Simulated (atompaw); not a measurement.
**C: one change to a PAW (atompaw) potential, before and after**

* Element: carbon (C)
* Generator: atompaw 4.2.0.5
* Type: PAW
* Functional: LDA (PW92)
* Relativity: scalar-relativistic
* Frozen core: [He]
* Valence charge: 4
* Reference configuration: 2s1.5 2p2.5
* Partial waves: 2s (bound): rc 2.35 bohr; 2s channel at 0.45 Ry: rc 2.35 bohr; 2p (bound): rc 2.35 bohr; 2p channel at 0.05 Ry: rc 2.30 bohr; 3d channel at -0.2 Ry: rc 2.35 bohr; 3d channel at 2.45 Ry: rc 2.35 bohr
* Local potential: troulliermartins scheme with l = 3 at 1 Ry, radius 1.95 bohr
* Core correction: smooth core density matched at 1.55 bohr
* Augmentation charge: besselshape compensation charge, radius 2.15 bohr; PAW radius 2.35 bohr; waves and projectors: custom rrkj gramschmidtortho

All-electron outer shells of the reference configuration (LDA (PW92), scalar-relativistic, ld1.x):

```csv
shell,level (eV),outermost node (bohr),outermost maximum (bohr)
1s,-271.24,–,0.18
2s,-13.87,0.38,1.22
2p,-5.62,–,1.19
```

Change: waves 2s (bound); 2s channel at 0.45 Ry; 2p (bound); 2p channel at 0.05 Ry; 3d channel at -0.2 Ry; 3d channel at 2.45 Ry; augmentation besselshape compensation charge, radius 2.15 bohr; PAW radius 2.35 bohr; waves and projectors: bloechl.

Cutoffs: the cutoffs (Ry, on a coarse ladder) from which the occupation-weighted sum of valence levels, in a spherical-Bessel basis at the reference potential, stays within 10 and 1 mRy of its value at 400 Ry; they do not see the model core or the augmentation charge, which bear on the density cutoff.

**Question.** What does the change do?

**Answer.** The potential gets harder (12 Ry and 15 Ry → 15 Ry and 25 Ry); neither file shows a bound ghost.

| quantity | base | changed |
| --- | --- | --- |
| cutoff, loose | 12 Ry | 15 Ry |
| cutoff, tight | 15 Ry | 25 Ry |
| loose cutoff by channel (10 mRy a level) | s 6 Ry, p 10 Ry | s 10 Ry, p 12 Ry |
| bound ghosts | none | none |
| s: phases at 2.35 bohr within 0.05 rad from the reference energy up to (Ry; the scan ends near 5) | to the end of the scan | to the end of the scan |
| p: phases at 2.35 bohr within 0.05 rad from the reference energy up to (Ry; the scan ends near 5) | 2.3 | 1.4 |
| d: phases at 2.35 bohr within 0.05 rad from the reference energy up to (Ry; the scan ends near 5) | to the end of the scan | 4.0 |
| lowest overlap eigenvalue by channel | s 0.18, p 1.00, d 0.86 | s 0.66, p 0.03, d 0.11 |

 The cutoffs see the waves, projectors and local potential, not the compensation charge or the core.
